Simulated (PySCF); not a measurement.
GeF₃Br, SMILES [F][Ge]([F])([F])[Br].

Coordinates come from a B3LYP-D3(BJ)/def2-SVP optimisation.

Two levels are set side by side: PBE/def2-TZVP (PySCF) and r2SCAN/def2-TZVP (PySCF). Same geometry, gas phase. Differences are taken from unrounded values.

| quantity | r2SCAN | PBE | PBE minus r2SCAN |
|---|---|---|---|
| orbital gap (eV) | 5.83 | 5.17 | -0.66 |
| highest occupied level (eV) | -8.86 | -8.47 | 0.39 |
| lowest empty level (eV) | -3.03 | -3.30 | -0.27 |
| dipole moment (D) | 1.65 | 1.63 | -0.02 |
| mean polarisability (bohr³) | 43.9 | 45.6 | 1.7 |

Rough cost on one machine, each run with all the roots and properties that it gave: r2SCAN against PBE about 3 times.
